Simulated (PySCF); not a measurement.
From one molecule to another.

First species: C7H8.
SMILES: `C#CC(C)=C=CC`

Second species: C₅H₉ClO₂.
SMILES: `CC[C@H](OC)C(=O)Cl`

Levels: wB97X-D/def2-SVPD for dipole moment, HOMO energy, LUMO energy, HOMO–LUMO gap, static isotropic polarisability and electronic spatial extent ⟨r²⟩ about the centre of nuclear charge; TDDFT wB97X-D/def2-SVPD for lowest singlet excitation; TDA wB97X-D/def2-SVPD for lowest triplet excitation (Tamm–Dancoff); GFN2-xTB for rotational constant A and rotational constant C. Geometries: GFN2-xTB. All species are isolated and taken at one optimised geometry, non-relativistic unless stated. Electronic properties by PySCF.

Dipoles, sizes and rotational constants follow the conformer. The torsions of the flexible species, by atom-mapped SMILES:
- `[CH3:1][CH2:2][C@H:3]([O:4][CH3:5])[C:6](=[O:7])[Cl:8]`: C1–C2–C3–O4 64°, C2–C3–O4–C5 167°, C2–C3–C6–O7 113°

```json
{"property": "dipole moment", "column X": "1.01 D", "column Y": "2.47 D"}
{"property": "HOMO energy", "column X": "-8.52 eV", "column Y": "-9.87 eV"}
{"property": "LUMO energy", "column X": "1.26 eV", "column Y": "0.56 eV"}
{"property": "HOMO–LUMO gap", "column X": "9.78 eV", "column Y": "10.43 eV"}
{"property": "lowest singlet excitation", "column X": "5.50 eV", "column Y": "5.01 eV"}
{"property": "lowest triplet excitation (Tamm–Dancoff)", "column X": "3.82 eV", "column Y": "4.54 eV"}
{"property": "static isotropic polarisability", "column X": "89.6 au", "column Y": "81.5 au"}
{"property": "electronic spatial extent ⟨r²⟩ about the centre of nuclear charge", "column X": "1004 bohr²", "column Y": "1235 bohr²"}
{"property": "rotational constant A", "column X": "4.528 GHz", "column Y": "2.040 GHz"}
{"property": "rotational constant C", "column X": "1.209 GHz", "column Y": "1.025 GHz"}
```

Q: Which column belongs to which species?

A: Column X is the first species and column Y the second. The first has 15 atoms and 50 electrons, the second 17 and 72.

Q: How does each property change from the first species to the second?

A: dipole moment +1.46 D; HOMO energy -1.35 eV; LUMO energy -0.70 eV; HOMO–LUMO gap +0.65 eV; lowest singlet excitation -0.49 eV; lowest triplet excitation (Tamm–Dancoff) +0.72 eV; static isotropic polarisability -8.1 au; electronic spatial extent ⟨r²⟩ about the centre of nuclear charge +231 bohr²; rotational constant A -2.488 GHz; rotational constant C -0.184 GHz.

On the first: In atomic units the dipole is 0.40 e·bohr (1 au = 2.5417 D). A dipole of 1.01 D is allowed in C1, and pure rotational transitions are dipole-allowed.

On the second: The principal polarisabilities are 73.0, 79.7 and 91.8 au; their mean is the isotropic value.
